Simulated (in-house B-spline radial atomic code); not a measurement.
Configurations of As IV (As3+), with energies counted from [Ar] 3d10 4s2. Method: non-relativistic PBE, spin-polarised, spherical fractional occupations, point nucleus. Calculated with a radial B-spline atomic code at the basis-set limit. Shells without spins written out take the highest spin.

Occupations are held fixed; configurations that lie above the ionisation limit could autoionise.

```
                              configuration  E - E(ref) (eV)  highest orbital  its <r> (bohr)
[Ar] 3d10 4s(0 up, 1 down) 4d(0 up, 1 down)           25.071          4d down            2.72
                          [Ar] 3d10 4s1 5d1           35.565            5d up            5.35
 [Ar] 3d(4 up, 5 down) 4s2 5f(0 up, 1 down)           79.031          5f down           7.112
                  [Ne] 3s2 3p5 3d10 4s2 4p1           137.98            4p up           1.916
                  [Ne] 3s2 3p5 3d10 4s2 4f1           165.32            4f up           4.064
                  [Ne] 3s2 3p5 3d10 4s2 5d1           165.61            5d up           5.197
```

(1) Order these further configurations by energy, lowest first.
A. [Ar] 3d9 4s2 5d1
B. [Ar] 3d10 4s(1 up, 0 down) 4p(0 up, 1 down)
C. [Ar] 3d10 4s1 5f1
D. [Ne] 3s2 3p(2 up, 3 down) 3d10 4s2 5p(0 up, 1 down)
E. [Ar] 3d9 4s2 5s1

(2) How far above the reference does [Ar] 3d9 4s2 5p1 lie?

## Answers

(1) B (10.958 eV), C (39.886 eV), E (65.406 eV), A (74.451 eV), D (160.15 eV).

(2) 69.008 eV; its least bound orbital is 5p up with <r> = 4.075 bohr.
